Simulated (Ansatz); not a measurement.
Geometry optimisation, RKS PBE-D4/def2-SVP in Ansatz.

Input:

```yaml
crystal:
  periodic: [false, false, false]
  atoms:
    - { symbol: Ge, position_ang: [-0.45089, 0.0, -0.430296] }
    - { symbol: F, position_ang: [0.183409, 0.0, 2.401077] }
    - { symbol: H, position_ang: [0.854236, 0.0, 0.363294] }
    - { symbol: H, position_ang: [-0.578293, 1.272515, -1.305675] }
    - { symbol: H, position_ang: [-0.578293, -1.272515, -1.305675] }
    - { symbol: Cl, position_ang: [-2.328563, 0.0, 0.748584] }
    - { symbol: H, position_ang: [-0.691006, 0.0, 2.719691] }
basis:
  gaussian: { orbitals: def2-SVP }
hamiltonian:
  xc: pbe
  dispersion: d4
relax:
  f_tol: 0.03
  max_steps: 50
```

Run as:

```bash
$ ansatz run input.yaml --threads 2 --pin off --max-ram 3072MiB --backend cpu --events-out ev --progress --plain --runs-dir out
```

**Question.** Where does it end, and by what steps?

**Answer.** The forces met the threshold. After 7 steps the energy has fallen by 0.231 eV; F2 moved furthest, 0.41 Å.

```
step  energy less start (eV)  largest force component (eV/Å)  accepted
   0                  0.0000                           0.581       yes
   1                 -0.1200                           1.445       yes
   2                 -0.0747                           3.021        no
   3                 -0.1746                           0.830       yes
   4                 -0.2087                           0.916       yes
   5                 -0.2301                           0.115       yes
   6                 -0.2310                           0.037       yes
   7                 -0.2314                           0.011       yes
```

```xyz
7
Properties=species:S:1:pos:R:3
Ge -0.462 0.000 -0.530
F 0.185 -0.002 2.807
H 0.784 0.000 0.372
H -0.609 1.279 -1.384
H -0.608 -1.280 -1.384
Cl -2.188 0.000 0.855
H -0.691 0.002 2.454
```

Whether the end is a true minimum wasn't checked by a vibrational analysis.

The run took 11 s on 2 threads of Arm Neoverse V1, with other jobs on the host, peak memory 0.12 GiB.
